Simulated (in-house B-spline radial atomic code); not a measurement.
Whole-atom quantities along the 41-electron series, configuration 1s2 2s2 2p6 3s2 3p6 3d10 4s2 4p6 4d3/2(4) 4d5/2(1). Breit and QED terms are first order and not part of the total energy; the density at the nucleus is averaged over the nuclear charge. Computed with an all-electron radial atomic-structure program (B-spline basis): Dirac-Hartree-Fock, jj configuration that fills j = l - 1/2 first, finite nuclei.

| ion | Z | E/Z² (Eh) | Σ<r²> (bohr²) | n(0)/Z³ (bohr⁻³) | Lamb diamagnetic shielding (ppm) | repulsion over attraction | Breit energy (eV) | self-energy (eV) | vacuum polarisation (eV) |
| --- | --- | --- | --- | --- | --- | --- | --- | --- | --- |
| Ho26+ | 67 | -2.7423 | 4.7244 | 2.4952 | 7698.69 | 0.10919 | 324.02 | 261.94 | -42.721 |
| Er27+ | 68 | ? | ? | ? | ? | ? | ? | ? | ? |
| Tm28+ | 69 | ? | ? | ? | ? | ? | ? | ? | ? |
| Yb29+ | 70 | -2.786 | 4.119 | 2.7727 | 8174.56 | 0.10468 | 376.38 | 308.69 | -52.533 |
| Lu30+ | 71 | -2.8003 | 3.9427 | 2.8704 | 8336.37 | 0.10323 | 395.1 | 325.7 | -56.217 |
| Hf31+ | 72 | -2.8146 | 3.7772 | 2.9874 | 8499.97 | 0.10181 | 414.5 | 343.49 | -60.146 |

Fill in the row of Er27+.

E/Z² (Eh): -2.757; Σ<r²> (bohr²): 4.5087; n(0)/Z³ (bohr⁻³): 2.5815; Lamb diamagnetic shielding (ppm): 7855.76; repulsion over attraction: 0.10766; Breit energy (eV): 340.85; self-energy (eV): 276.83; vacuum polarisation (eV): -45.793.

Fill in the row of Tm28+.

E/Z² (Eh): -2.7716; Σ<r²> (bohr²): 4.3073; n(0)/Z³ (bohr⁻³): 2.6833; Lamb diamagnetic shielding (ppm): 8014.41; repulsion over attraction: 0.10616; Breit energy (eV): 358.3; self-energy (eV): 292.41; vacuum polarisation (eV): -49.068.

With what power of Z does the column «Breit energy (eV)» change over this range?

A fit of the logarithm of its size against log Z from Z = 67 to 72 has slope 3.42.
